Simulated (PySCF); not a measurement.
PySCF input for H₆O₂Si₂Te, SMILES [SiH3]O[Te]O[SiH3], PBE-D3(BJ)/def2-SVP. Coordinates come from a PBE-D3(BJ)/def2-SVP optimisation. The structure was generated by enumeration, and PubChem lists no compound with its InChIKey, so it may never have been made. The def2 effective core potentials stand for the cores of Te; spin–orbit coupling is left out. One conformer was computed; it need not be the lowest.

```python
import numpy as np
from pyscf import gto, scf, dft, df
from pyscf.hessian import thermo

mol = gto.M(
    atom='''
    Te    0.49345568   -0.06396354    0.88663393
    O     0.53746276   -1.51013370   -0.50849008
    Si   -0.80294837   -2.02710452   -1.41419293
    H    -2.08381047   -1.82419420   -0.64741954
    H    -0.58787852   -3.48735475   -1.69336796
    H    -0.88200827   -1.27975660   -2.71626208
    O     0.45753803    1.57238569   -0.29826350
    Si   -1.03205934    2.18859184   -0.83978547
    H    -1.77124884    1.17192999   -1.66931339
    H    -0.69613113    3.38515821   -1.68170597
    H    -1.90851665    2.60148269    0.31283095
    ''',
    basis='def2-SVP',
    ecp={'Te': 'def2-svp'},
    charge=0,
    spin=0,
    max_memory=1600,
    verbose=3,
)
mf = dft.RKS(mol, xc='pbe').density_fit(auxbasis='def2-universal-jkfit')
mf.disp = 'd3bj'
mf.grids.level = 3
mf.conv_tol = 1e-11
mf.max_cycle = 100
mf.kernel()

# [left out here: the lines that compute and print the analytic Hessian (its translational invariance restored by hand, since the grid's response is missing), thermochemistry and intensities]
```

Program output:

```
converged SCF energy = -1000.31605727788

WARN: DFTD3 does not support analytical Hessian, using finite difference


WARN: Mole.unit (angstrom) is changed to Bohr

Mode                                 0                   1                   2
Irrep
Freq [cm^-1]                       42.3217             58.8851             94.6762
Reduced mass [au]                   1.7880              4.2844              1.7063
Force const [Dyne/A]                0.0019              0.0088              0.0090
Char temp [K]                      60.8915             84.7225            136.2180
Normal mode                   x     y     z       x     y     z       x     y     z
       0  Te                 0.01 -0.00  0.01   -0.02 -0.00 -0.02    0.00 -0.01  0.01
       1   O                -0.01  0.06 -0.06    0.03  0.04 -0.07    0.01  0.08 -0.08
       2  Si                -0.04  0.01  0.01    0.01 -0.10  0.05   -0.02  0.02 -0.00
       3   H                -0.03  0.19 -0.03    0.06 -0.25  0.17    0.02 -0.10  0.10
       4   H                -0.14 -0.04  0.20    0.15 -0.07  0.02    0.06  0.04 -0.06
       5   H                 0.03 -0.16 -0.10   -0.19 -0.09  0.06   -0.16  0.05  0.03
       6   O                -0.01  0.05  0.09    0.01  0.05  0.05    0.01  0.03  0.06
       7  Si                -0.00 -0.04 -0.05    0.03  0.07  0.02    0.01 -0.05 -0.03
       8   H                 0.26 -0.01 -0.32    0.06  0.09 -0.03   -0.09 -0.24  0.29
       9   H                -0.02  0.12  0.18    0.06  0.09  0.07    0.02 -0.30 -0.38
      10   H                -0.24 -0.33 -0.12   -0.00  0.03  0.01    0.09  0.31 -0.10
Mode                                 3                   4                   5
Irrep
Freq [cm^-1]                      111.7246            134.9367            154.3460
Reduced mass [au]                   1.3163              3.5237              4.8223
Force const [Dyne/A]                0.0097              0.0378              0.0677
Char temp [K]                     160.7468            194.1438            222.0696
Normal mode                   x     y     z       x     y     z       x     y     z
       0  Te                -0.01  0.01 -0.01    0.01 -0.02  0.01    0.03  0.01  0.02
       1   O                -0.03  0.02 -0.01    0.03 -0.01 -0.00   -0.12 -0.02  0.04
       2  Si                 0.01 -0.05 -0.02    0.01  0.01  0.02   -0.02 -0.07 -0.08
       3   H                -0.05  0.32 -0.23    0.01  0.20 -0.03   -0.10 -0.27 -0.16
       4   H                -0.17 -0.15  0.38   -0.12 -0.04  0.15    0.16 -0.03 -0.17
       5   H                 0.28 -0.38 -0.23    0.11 -0.10 -0.05   -0.01  0.01 -0.03
       6   O                 0.04  0.02  0.00   -0.11 -0.02  0.02   -0.03  0.03  0.04
       7  Si                 0.01 -0.01  0.05   -0.03  0.10 -0.06   -0.01  0.02 -0.02
       8   H                -0.07 -0.09  0.22   -0.12  0.12 -0.01    0.01  0.00 -0.02
       9   H                -0.04 -0.11 -0.11    0.12  0.00 -0.13    0.03 -0.00 -0.05
      10   H                 0.11  0.14  0.08   -0.02  0.28 -0.11   -0.05  0.06 -0.06
Mode                                 6                   7                   8
Irrep
Freq [cm^-1]                      202.3843            466.8558            482.4616
Reduced mass [au]                   6.8347              5.6587              5.7005
Force const [Dyne/A]                0.1649              0.7267              0.7818
Char temp [K]                     291.1860            671.7015            694.1548
Normal mode                   x     y     z       x     y     z       x     y     z
       0  Te                 0.00  0.00  0.03   -0.00  0.03  0.02   -0.00  0.02 -0.02
       1   O                -0.02  0.12 -0.08    0.10 -0.12 -0.09   -0.03  0.02  0.02
       2  Si                -0.00 -0.02 -0.02   -0.04 -0.04 -0.05    0.01  0.01  0.01
       3   H                -0.00 -0.05 -0.01    0.05  0.09  0.08   -0.01 -0.01 -0.03
       4   H                 0.07 -0.02  0.06   -0.27 -0.06 -0.12    0.04  0.01  0.01
       5   H                -0.07 -0.10 -0.06   -0.13 -0.01 -0.03    0.03  0.01  0.01
       6   O                -0.01 -0.11 -0.12   -0.01 -0.03  0.02   -0.09 -0.13  0.10
       7  Si                 0.00  0.01 -0.00    0.00 -0.01  0.00    0.04 -0.04  0.03
       8   H                -0.07  0.13 -0.09   -0.01  0.01 -0.00    0.01  0.05 -0.04
       9   H                 0.03  0.08  0.12    0.07 -0.01  0.02    0.32 -0.09  0.08
      10   H                 0.06 -0.08  0.07    0.02  0.01  0.01    0.00  0.07 -0.04
Mode                                 9                  10                  11
Irrep
Freq [cm^-1]                      675.8088            686.9298            690.1703
Reduced mass [au]                   1.1760              1.2047              1.3087
Force const [Dyne/A]                0.3165              0.3349              0.3673
Char temp [K]                     972.3384            988.3390            993.0014
[...]
       7  Si                -0.03 -0.03  0.00   -0.07  0.03 -0.03   -0.04  0.02 -0.01
       8   H                -0.30  0.29 -0.15    0.04 -0.06  0.00   -0.06  0.08 -0.08
       9   H                 0.45 -0.07  0.14   -0.01  0.03  0.00   -0.11 -0.01 -0.08
      10   H                 0.03  0.13 -0.02    0.01  0.02  0.03   -0.06  0.02 -0.03
Mode                                15                  16                  17
Irrep
Freq [cm^-1]                      895.8928            901.1352            907.6823
Reduced mass [au]                   1.0559              1.0663              1.0553
Force const [Dyne/A]                0.4993              0.5102              0.5122
Char temp [K]                    1288.9903           1296.5329           1305.9528
Normal mode                   x     y     z       x     y     z       x     y     z
       0  Te                 0.00 -0.00 -0.00   -0.00  0.00  0.00    0.00 -0.00 -0.00
       1   O                 0.01  0.00  0.01   -0.01 -0.01 -0.02    0.01  0.01  0.01
       2  Si                 0.01  0.03 -0.02   -0.00 -0.01  0.02   -0.01  0.00  0.00
       3   H                -0.01 -0.61  0.13    0.03  0.29 -0.02    0.02 -0.02  0.04
       4   H                -0.46 -0.12  0.36    0.24  0.07 -0.21   -0.01  0.02 -0.12
       5   H                 0.09  0.03 -0.00    0.03 -0.04 -0.01    0.06 -0.11 -0.07
       6   O                 0.00 -0.00  0.00   -0.00  0.00 -0.01    0.00 -0.00  0.00
       7  Si                -0.00  0.01  0.01    0.00  0.02  0.03    0.00  0.03 -0.03
       8   H                -0.02  0.10 -0.10    0.02  0.19 -0.22   -0.30 -0.25  0.56
       9   H                 0.06 -0.20 -0.26    0.11 -0.40 -0.53    0.34  0.04  0.16
      10   H                -0.04 -0.23  0.06   -0.06 -0.43  0.12   -0.25 -0.49 -0.02
Mode                                18                  19                  20
Irrep
Freq [cm^-1]                      917.5304            939.7910            957.0474
Reduced mass [au]                   1.0489              1.1075              1.1112
Force const [Dyne/A]                0.5202              0.5763              0.5997
Char temp [K]                    1320.1220           1352.1501           1376.9782
Normal mode                   x     y     z       x     y     z       x     y     z
       0  Te                 0.00 -0.00 -0.00    0.00 -0.00 -0.00    0.00 -0.00  0.00
       1   O                 0.01  0.01  0.01    0.02  0.03  0.04    0.00  0.00  0.00
       2  Si                 0.02 -0.03 -0.02    0.02  0.01  0.02   -0.03 -0.01 -0.02
       3   H                -0.14  0.24 -0.32   -0.20 -0.06 -0.33    0.17  0.06  0.28
       4   H                -0.02 -0.10  0.41   -0.29  0.02 -0.29    0.24 -0.02  0.25
       5   H                -0.46  0.50  0.31   -0.35 -0.25 -0.12    0.29  0.22  0.09
       6   O                -0.00  0.00 -0.00   -0.02  0.02 -0.02    0.00  0.00 -0.00
       7  Si                 0.00  0.01 -0.00   -0.02  0.01 -0.00   -0.04  0.01 -0.01
       8   H                -0.05 -0.03  0.09    0.33 -0.20 -0.05    0.36 -0.28 -0.00
       9   H                 0.06 -0.03 -0.03    0.28 -0.05  0.03    0.34 -0.03  0.08
      10   H                -0.07 -0.13 -0.00    0.30 -0.02  0.24    0.34 -0.03  0.28
Mode                                21                  22                  23
Irrep
Freq [cm^-1]                     2151.1847           2155.9042           2159.4026
Reduced mass [au]                   1.0281              1.0279              1.0514
Force const [Dyne/A]                2.8032              2.8148              2.8885
Char temp [K]                    3095.0758           3101.8661           3106.8995
Normal mode                   x     y     z       x     y     z       x     y     z
       0  Te                -0.00 -0.00 -0.00   -0.00  0.00 -0.00    0.00 -0.00 -0.00
       1   O                 0.00  0.00  0.00    0.00 -0.00 -0.00    0.00  0.00  0.00
       2  Si                 0.02 -0.00 -0.01    0.02  0.00 -0.01   -0.00 -0.01  0.01
       3   H                -0.65  0.10  0.39   -0.46  0.07  0.27    0.15 -0.03 -0.08
       4   H                 0.02 -0.13 -0.03    0.02 -0.12 -0.03   -0.02  0.09  0.02
       5   H                -0.00  0.11 -0.20    0.00  0.02 -0.03   -0.01  0.09 -0.16
       6   O                -0.00  0.00 -0.00    0.00 -0.00  0.00   -0.00 -0.00 -0.00
       7  Si                -0.01 -0.01 -0.00    0.02  0.00 -0.00    0.00 -0.02 -0.03
       8   H                 0.23  0.32  0.26   -0.24 -0.34 -0.29    0.32  0.44  0.35
       9   H                -0.02 -0.07  0.05    0.03  0.11 -0.08    0.00 -0.01 -0.02
      10   H                 0.17 -0.09 -0.23   -0.36  0.18  0.48   -0.40  0.18  0.52
Mode                                24                  25                  26
Irrep
Freq [cm^-1]                     2171.4963           2180.0162           2186.8548
Reduced mass [au]                   1.0424              1.0474              1.0456
Force const [Dyne/A]                2.8962              2.9329              2.9461
Char temp [K]                    3124.2996           3136.5579           3146.3972
Normal mode                   x     y     z       x     y     z       x     y     z
       0  Te                 0.00 -0.00 -0.00   -0.00  0.00  0.00   -0.00 -0.00  0.00
       1   O                 0.00  0.00  0.00   -0.00 -0.00 -0.00    0.00  0.00  0.00
       2  Si                -0.01 -0.01  0.03    0.01 -0.04 -0.00    0.00 -0.00 -0.00
       3   H                 0.17 -0.03 -0.10   -0.12  0.01  0.08   -0.02  0.00  0.01
       4   H                 0.02 -0.18 -0.02   -0.14  0.91  0.17   -0.02  0.12  0.02
       5   H                -0.05  0.46 -0.79   -0.00  0.08 -0.17    0.00  0.01 -0.02
       6   O                -0.00  0.00 -0.00   -0.00 -0.00  0.00    0.00  0.00 -0.00
       7  Si                 0.00  0.01  0.01   -0.00 -0.00  0.01    0.01  0.03 -0.02
       8   H                -0.10 -0.14 -0.11   -0.05 -0.07 -0.05   -0.05 -0.08 -0.08
       9   H                 0.00  0.01 -0.00    0.03  0.11 -0.07   -0.22 -0.76  0.54
      10   H                 0.04 -0.02 -0.06    0.03 -0.02 -0.04   -0.05  0.04  0.08
temperature 298.1500 [K]
pressure 101325.00 [Pa]
Rotational constants [GHz] 1.75891 1.29628 0.79530
Symmetry number 1
Zero-point energy (ZPE) 0.05630 [Eh]   147813.223 [J/mol]
                           tot       elec      trans        rot        vib
Entropy [J/mol/K]       416.582      0.000    176.116    123.688    116.778
Cv [J/mol/K]            123.559      0.000     12.472     12.472     98.615
Cp [J/mol/K]            131.873      0.000     20.786     12.472     98.615
Internal energy [J/mol]                      3718.434   3718.434 164570.584
Internal energy [Eh]   -1000.25054  -1000.31606
Enthalpy [J/mol]                             6197.391   3718.434 164570.584
Enthalpy [Eh]          -1000.24960
Gibbs free energy [J/mol]                  -46311.594 -33159.133 129753.075
Gibbs free energy [Eh] -1000.29691
mode   freq/cm-1   IR/(km/mol)
   1       42.32         0.434
   2       58.89         1.011
   3       94.68         0.978
   4      111.72         0.195
   5      134.94         0.219
   6      154.35         2.241
   7      202.38         7.038
   8      466.86        28.050
   9      482.46        18.684
  10      675.81        34.514
  11      686.93        52.698
  12      690.17        45.048
  13      696.90        30.292
  14      817.23       370.362
  15      872.88       201.981
  16      895.89        89.457
  17      901.14        71.809
  18      907.68        87.271
  19      917.53        56.407
  20      939.79        64.011
  21      957.05       357.891
  22     2151.18         9.809
  23     2155.90       117.105
  24     2159.40       119.218
  25     2171.50       127.753
  26     2180.02       140.746
  27     2186.85       103.455
max |gradient| / (hartree/bohr): 0.00015086005580434227
APT charges: [ 0.8373 -0.9596  1.291  -0.2441 -0.2598 -0.2594 -0.9283  1.289  -0.2539
 -0.2538 -0.2584]
```

The calculation finished and met its thresholds.

Cost: around 2.5 core-minutes (rough).
